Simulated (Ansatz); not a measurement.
Geometry optimisation, Ansatz, RKS BHLYP/def2-SVP.

input.yaml

```yaml
crystal:
  periodic: [false, false, false]
  atoms:
    - { symbol: Al, position_ang: [-0.092896, -0.226196, -0.000224] }
    - { symbol: O, position_ang: [-0.135996, -0.238297, 1.744734] }
    - { symbol: H, position_ang: [-0.923876, -0.432881, 2.244082] }
    - { symbol: H, position_ang: [1.27573, -0.233411, -0.721732] }
    - { symbol: Cl, position_ang: [-1.913947, -0.392533, -1.019004] }
    - { symbol: F, position_ang: [0.199065, 2.452577, 1.016077] }
    - { symbol: H, position_ang: [0.250719, 1.92924, 1.771866] }
basis:
  gaussian: { orbitals: def2-SVP }
hamiltonian:
  xc: { name: BHLYP }
relax:
  f_tol: 0.03
  max_steps: 50
```

Run as:

```bash
$ ansatz run input.yaml --threads 1 --pin off --max-ram 2048MiB --backend cpu --events-out ev --progress --plain --runs-dir out
```

Where does it end, and by what steps?

The forces met the threshold. After 24 steps the energy has fallen by 1.469 eV; H7 moved furthest, 1.16 Å. Parted: F6–H7 (0.92 → 2.41 Å). Joined: Al1–F6 (2.88 → 1.67 Å), O2–H7 (2.20 → 0.96 Å).

```csv
step,energy less start (eV),largest force component (eV/Å),accepted
0,0.0000,1.147,yes
1,-0.1721,0.472,yes
2,-0.3592,0.795,yes
3,-0.4458,0.711,yes
4,-0.4783,0.270,yes
5,-0.4932,0.192,yes
6,-0.4925,0.755,no
7,-0.5006,0.143,yes
8,-0.5162,0.285,yes
9,-0.5461,1.043,yes
10,-0.7315,1.234,yes
11,-0.6744,6.703,no
12,-0.9425,1.192,yes
13,-1.1519,1.022,yes
14,-1.3029,1.696,yes
15,-1.3920,0.670,yes
16,-1.4460,0.286,yes
17,-1.4408,0.967,no
18,-1.4577,0.129,yes
19,-1.4633,0.168,yes
20,-1.4658,0.147,yes
21,-1.4653,0.188,no
22,-1.4676,0.046,yes
23,-1.4686,0.060,yes
24,-1.4688,0.030,yes
```

```xyz
7
Properties=species:S:1:pos:R:3
Al 0.090 0.477 -0.087
O -0.107 0.108 1.838
H -0.948 -0.312 2.045
H 1.366 -0.242 -0.617
Cl -1.831 -0.247 -0.650
F 0.165 2.122 0.207
H -0.076 0.952 2.301
```

Whether the end is a true minimum wasn't checked by a vibrational analysis.

The run took 91 s on 1 thread of Arm Neoverse V1, with other jobs on the host, peak memory 0.15 GiB.
